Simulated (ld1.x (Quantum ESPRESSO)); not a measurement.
Which change was made? (Ho, TM semilocal)

```json
{"Element": "Ho (Z = 67)", "Generator": "ld1.x (Quantum ESPRESSO) 7.5", "Type": "norm-conserving Troullier–Martins (semilocal form)", "Functional": "PBE", "Relativity": "scalar-relativistic", "Frozen core": "[Kr] 4d10", "Valence charge": "21", "Reference configuration": "4f11 5s2 5p6 5d0 6s0.5 6p0 (charge +1.5)", "Partial waves": "5s (bound): rc 1.45 bohr; 5p (bound): rc 2.50 bohr; 4f (bound): rc 0.90 bohr; 5d (bound, empty): rc 3.10 bohr", "Local potential": "the d channel", "Core correction": "none"}
```

Occupied shells without a wave of their own: 6s. They enter only through the test configuration that unscreens the potential.

Cutoffs, loose and tight: the cutoffs (Ry, on a coarse ladder) from which the occupation-weighted sum of valence levels, in a spherical-Bessel basis at the reference potential, stays within 10 and 1 mRy of its value at 400 Ry. They do not see the model core or the augmentation charge, which bear on the density cutoff. Test errors are all-electron minus pseudo excitation energies from the reference, over the configurations 4f11 5s2 5p6 5d0 6s2 6p0; 4f11 5s2 5p6 5d0 6s1 6p0; 4f11 5s2 5p6 5d0 6s0 6p0; 4f11 5s2 5p5 5d0 6s2 6p0; 4f11 5s2 5p6 5d0.5 6s1.5 6p0; 4f11 5s2 5p6 5d0 6s0 6p1; 4f11 5s2 5p6 5d1 6s1 6p0; variants that change the core or the reference have their own tests. The largest error is taken over the tests solved by every variant that gives reliable tests at all, those not shown here included: 4f11 5s2 5p5 5d0 6s2 6p0; 4f11 5s2 5p6 5d0 6s0 6p0; 4f11 5s2 5p6 5d0 6s1 6p0; 4f11 5s2 5p6 5d0 6s2 6p0; 4f11 5s2 5p6 5d0.5 6s1.5 6p0; 4f11 5s2 5p6 5d1 6s1 6p0.

The base gives: outcome: generated; bound ghosts: not determined; largest test error (meV): +156.

Q: After one change the result is: outcome: generated; bound ghosts: not determined; largest test error (meV): +52. Which change was it?
A. all radii scaled by about 0.85 (s 1.22, p 2.12, d 2.62, f 0.76 bohr)
B. all radii scaled by about 1.13 (s 1.64, p 2.82, d 3.50, f 1.02 bohr)
C. all radii scaled by about 0.73 (s 1.06, p 1.84, d 2.28, f 0.66 bohr)

A: A. The others give: all radii scaled by about 0.73 (s 1.06, p 1.84, d 2.28, f 0.66 bohr) → outcome: generated; bound ghosts: not determined; largest test error (meV): +90 | all radii scaled by about 1.13 (s 1.64, p 2.82, d 3.50, f 1.02 bohr) → outcome: generated, misses its reference levels by 0.31 eV; bound ghosts: none; largest test error (meV): +495.
